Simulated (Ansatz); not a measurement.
Two structures of GaHClF, closed shell, reached by relaxing down either side of one saddle point (PBE0-D4/def2-TZVP). Energies are electronic, without zero-point energy. Computed with Ansatz 0.2.0 (basis: def2-TZVPP and def2-QZVPP); correlated methods freeze the cores. Filled d shells of the heavier atoms are correlated. The def2 sets are not built for correlating such inner shells, so the correlated values are less sure here. Extrapolation: Hartree–Fock as exp(−7.88 √X), correlation as X^−2.97. First:

Ga1  (-1.343, -1.610, -1.094)
F2  (-0.244, -0.179, -0.901)
H3  (0.545, 0.654, 0.448)
Cl4  (1.041, 1.135, 1.547)
(Å)

Second:

```
4
angstrom
Ga -0.9406 -1.2959 0.2689
F 0.1614 0.4309 -1.3303
H 0.4684 0.7013 -0.4784
Cl 0.3107 0.1637 1.5398
```

(1) Which bonds change from the first to the second?

(2) Give the saddle point's structure and its height above each. (To be estimated.)

The search had been set up for a 1,1-elimination (forming F2–H3, breaking Ga1–F2, Ga1–H3); from that guess it ended on this step instead.

No T1 diagnostic of these runs exceeds 0.014.

Answers

(1) GaF + HCl → GaCl + HF; bonds formed: Ga1–Cl4, F2–H3; bonds broken: Ga1–F2, H3–Cl4.

(2) By the calculation: 19.5 kJ/mol above the first and 44.7 kJ/mol above the second (CCSD(T) at an estimated basis limit (MP2 extrapolated from triple and quadruple zeta, plus CCSD(T) − MP2 in triple zeta)).
Ga1  (-0.942, -1.225, -0.180)
F2  (-0.015, 0.173, -1.187)
H3  (0.429, 0.576, -0.028)
Cl4  (0.527, 0.476, 1.395)
(Å)

For scale, one of the runs: CCSD(T)/def2-TZVPP, 135 basis functions, launched by `ansatz run in.yaml --threads 2 --pin off --events-out ev --progress --plain --max-ram 4352MiB`. Hardware: 2 CPU threads of an Arm Neoverse V1, shared host. Wall time 17 s; peak host memory 0.69 GiB.
